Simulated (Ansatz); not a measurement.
Ansatz (a quantum-chemistry and plane-wave program) input (B3LYP/LANL2DZ): The .json file is the Basis Set Exchange's LANL2DZ.

Ansatz 0.2 input:
```yaml
crystal:
  periodic: [false, false, false]
  atoms:
    - {symbol: B, position_ang: [-0.00000000, -0.00000000, -1.79722600]}
    - {symbol: I, position_ang: [0.00000000, 0.00000000, 0.16955000]}
basis:
  gaussian:
    orbitals: LANL2DZ.json
hamiltonian:
  xc: {name: B3LYP}
total_charge: 1
magnetization: {spin_polarized: true, initial_magnetization: 1}
relax: {f_tol: 0.003, max_steps: 120}
```

Output:

```
Functional definition: B3LYP
integrals: 0.00 GiB planned
270 factors; integrals over basis functions are off by at most 1.2e-4 eV
mean field: 0.06 GiB planned
mean field evaluation 1: about -973.3578 eV, gradient 7.1e0 eV
mean field evaluation 2: about -972.0674 eV, gradient 1.5e1 eV
mean field evaluation 4: about -973.9282 eV, gradient 3.4e-1 eV
mean field evaluation 8: about -973.9312 eV, gradient 1.1e-2 eV
mean field -973.93118453 eV, -35.7913108772 hartree, gradient 7.9e-6 eV, S^2 0.764745; 0 other end points of the search recorded, 0 dependent functions left out
the calculation of the forces begins
reference -973.93136437 eV, -35.7913174863 hartree; 6, 5 occupied and 11, 12 virtual orbitals, 270 factors
relax step   1: F+E_penalty+E_count = -973.93118453 eV  Δ(F+E_penalty+E_count) = +0.000e0 eV  max|allowed force component| = 8.714e-1 eV/Å  Δτ_max = 0.0000 Å  (25 SCF iters, accepted)
these checks for a lower state are left out or cut short: starts, cluster_reference, orbital_swaps, neighbouring_geometries, increment
integrals: 0.00 GiB planned
270 factors; integrals over basis functions are off by at most 1.2e-4 eV
mean field: 0.06 GiB planned
mean field evaluation 16: about -973.9496 eV, gradient 1.6e-2 eV
mean field -973.94817605 eV, -35.7919353041 hartree, gradient 7.8e-6 eV, S^2 0.764836; 0 other end points of the search recorded, 0 dependent functions left out
the calculation of the forces begins
reference -973.94835670 eV, -35.7919419428 hartree; 6, 5 occupied and 11, 12 virtual orbitals, 270 factors
relax step   2: F+E_penalty+E_count = -973.94817605 eV  Δ(F+E_penalty+E_count) = -1.699e-2 eV  max|allowed force component| = 6.219e-2 eV/Å  Δτ_max = 0.0187 Å  (28 SCF iters, accepted)
these checks for a lower state are left out or cut short: starts, cluster_reference, orbital_swaps, neighbouring_geometries, increment
integrals: 0.00 GiB planned
270 factors; integrals over basis functions are off by at most 1.2e-4 eV
mean field: 0.06 GiB planned
mean field -973.94827465 eV, -35.7919389277 hartree, gradient 2.1e-5 eV, S^2 0.764841; 0 other end points of the search recorded, 0 dependent functions left out
the calculation of the forces begins
reference -973.94845537 eV, -35.7919455688 hartree; 6, 5 occupied and 11, 12 virtual orbitals, 270 factors
relax step   3: F+E_penalty+E_count = -973.94827465 eV  Δ(F+E_penalty+E_count) = -9.860e-5 eV  max|allowed force component| = 1.535e-3 eV/Å  Δτ_max = 0.0016 Å  (23 SCF iters, accepted)
integrals: 0.00 GiB planned
270 factors; integrals over basis functions are off by at most 1.2e-4 eV
mean field: 0.06 GiB planned
mean field evaluation 32: about -973.2398 eV, gradient 8.0e0 eV
mean field -973.94827465 eV, -35.7919389277 hartree, gradient 2.1e-5 eV, S^2 0.764841; 1 other end points of the search recorded, 0 dependent functions left out
the calculation of the forces begins
reference -973.94845537 eV, -35.7919455688 hartree; 6, 5 occupied and 11, 12 virtual orbitals, 270 factors
Total energy: -973.94845537 eV, -35.7919455688 hartree
Atom 0 at     0.000000    -0.000000    -1.817472 Å, force    -0.000000    -0.000000    -0.001535 eV/Å
Atom 1 at    -0.000000     0.000000     0.189796 Å, force     0.000000     0.000000     0.001535 eV/Å
Dipole moment:    -0.000000     0.000000    -0.689250 e Å
```

The dipole moment of an ion depends on the origin.

The geometry given is a B3LYP-D3(BJ)/def2-TZVP minimum.
